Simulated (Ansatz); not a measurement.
`C[N](C)[Cd][F]` + CH₃SH → `C[S][Cd][F]` + `CNC` at 500 K and 1 bar (ligand exchange at a Cd–N bond).

Computed with Ansatz on PBE0-D4/def2-TZVP structures; ΔE is electronic, products minus reactants. CBS: MP2 limit from def2 TZ/QZ plus the TZ coupled-cluster correction, frozen cores. This one scheme is used for every species. def2 core potentials past Kr. For Cd outer-core shells are correlated without core-valence functions, which leaves a few kJ/mol of doubt a bond. Each species was taken in one conformer, which may not be the lowest.

```csv
species,CCSD(T)/CBS energy (Eh),H − E (kJ/mol),S (J/(mol·K))
`C[N](C)[Cd][F]`,-401.91318,263.5,421.7
CH₃SH,-438.22835,145.1,283.7
`C[S][Cd][F]`,-705.17805,144.4,393.6
`CNC`,-135.00321,273.8,313.8
```

H − E and S are ideal-gas, rigid-rotor, harmonic terms from PBE0-D4/def2-TZVP, for one conformer and one mirror image of each species. 1 Eh = 2625.50 kJ/mol, R = 8.31446 J/(mol·K).

Question: By hand: ΔE, ΔH, ΔS and ΔG.

Answer: ΔE = (-705.17805) + (-135.00321) − (-401.91318) − (-438.22835) = -0.03973 Eh = -104.3 kJ/mol. Δ(H − E) = 144.4 + 273.8 − 263.5 − 145.1 = 9.6, so ΔH = -94.7 kJ/mol. ΔS = 393.6 + 313.8 − 421.7 − 283.7 = 2.0 J/(mol·K). ΔG = -94.7 − 500 × (2.0)/1000 = -95.7 kJ/mol.

Question: By hand: the equilibrium constant, and the temperature at which ΔG would vanish if ΔH and ΔS stayed fixed.

Answer: log₁₀ K = −ΔG/(RT ln 10) = 10.0. ΔH and −TΔS have one sign here, so there is no such temperature. One of them is within its doubt of zero, so this could turn.

The number of gas molecules stays the same, so ΔS is small and ΔH decides. A doubt of 5 kJ/mol in ΔE shifts log₁₀ K by 0.5 here. Other conformers and mirror images would add mixing entropy, several J/(mol·K) or more a flexible species. These are equilibria of isolated gas molecules and say nothing of rates. Largest T1 diagnostic: 0.016 (customary marks: 0.02 for closed shells, 0.045 for open ones).
